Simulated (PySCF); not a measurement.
## Shapes and spin states of [AuF2]+

Computed with PBE0 in PySCF with Au def2-TZVP with ECP60, F def2-TZVP; scalar-relativistic core potentials, no spin–orbit coupling; density-fitted integrals.

Relaxations began from a few typed shapes and spin states; open shells are unrestricted. The search is not exhaustive: other isomers or separated fragments can lie lower, and high-lying points may rest on an excited occupation.

| spin | group | bonds | angles | imaginary modes (cm⁻¹) | ΔE (kJ/mol) | ΔE with ZPE (kJ/mol) |
| --- | --- | --- | --- | --- | --- | --- |
| triplet | D∞h | Au–F 1.844 Å (×2) | F–Au–F 180.0° | none | 0.0 | 0.0 |
| singlet | C2v | Au–F 1.840 Å (×2) | F–Au–F 99.8° | none | 31.7 | 30.4 |

The lowest minimum found is the triplet D∞h: Au–F 1.844 Å (×2); F–Au–F 180.0°.

Formally Au is in oxidation state +3, d8, with 2 unpaired electrons (the high-spin count). The Mulliken spin on Au is 1.19. The polar-tensor charge on Au, 1.09, is far below the formal one.

For the lowest minimum: the spin densities have lower symmetry than the nuclear frame. Open d and f shells are described by one determinant, and the ground state may have another occupation or spin. No spin–orbit coupling is included, which matters more the heavier the element.
